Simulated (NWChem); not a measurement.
## Electron attachment to CF (+1)

```
C
F 1 1.1535
```
Charge +1, spin multiplicity 1.

All runs are NWChem calculations. The geometry was optimised at PBE0/def2-SVP, a minimum by its harmonic frequencies.

Basis set: def2-TZVPD. −ε marks an orbital energy of the parent.

B3LYP has NWChem's definition, with VWN1-RPA local correlation. The structure started from a generated list of species.

**Question.** For the vertical electron affinity, −ε(LUMO) of HF gives 7.42 eV and −ε(LUMO) of PBE gives 13.93 eV. What do −ε(LUMO) of B3LYP, −ε(LUMO) of LDA (SVWN5), −ε(LUMO) of BP86 give?

**Answer.** −ε(LUMO) of B3LYP: 12.89 eV; −ε(LUMO) of LDA (SVWN5): 14.20 eV; −ε(LUMO) of BP86: 13.98 eV.
